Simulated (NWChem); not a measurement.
BF2, doublet; SMILES F[B]F

```xyz
3

F      1.1366     0.0000    -0.1401
B      0.0000     0.0000     0.5044
F     -1.1366     0.0000    -0.1401
```
Atoms are numbered in this order, from 1.

Computed with NWChem. Spin-unrestricted. In the optimisation the excess spin sits in a1 (C2v, its own frame). The geometry was optimised at PBE0/def2-SVP, spin-unrestricted. No stability test was run on the SCF state. Vertical excitations in the gas phase; the lowest state need not have the same character in each row. Excited states of an open shell can be spin-contaminated.

```json
[
 {"level": "PBE/def2-SVP, TDA", "lowest excitation (eV)": "4.24", "oscillator strength of that lowest state": "0.056", "lowest empty minus highest occupied level, either spin (eV)": "2.54"},
 {"level": "B3LYP/def2-SVP, TDA", "lowest excitation (eV)": "4.34", "oscillator strength of that lowest state": "0.059", "lowest empty minus highest occupied level, either spin (eV)": "4.19"},
 {"level": "PBE0/def2-SVP, TDA", "lowest excitation (eV)": "4.35", "oscillator strength of that lowest state": "0.059", "lowest empty minus highest occupied level, either spin (eV)": "5.10"},
 {"level": "UHF/def2-SVP, CIS", "lowest excitation (eV)": "[?]", "oscillator strength of that lowest state": "[?]", "lowest empty minus highest occupied level, either spin (eV)": "[?]"}
]
```

Q: Fill in the missing entries.

A: 
- UHF/def2-SVP, CIS, lowest excitation (eV): 4.79
- UHF/def2-SVP, CIS, oscillator strength of that lowest state: 0.066
- UHF/def2-SVP, CIS, lowest empty minus highest occupied level, either spin (eV): 13.12
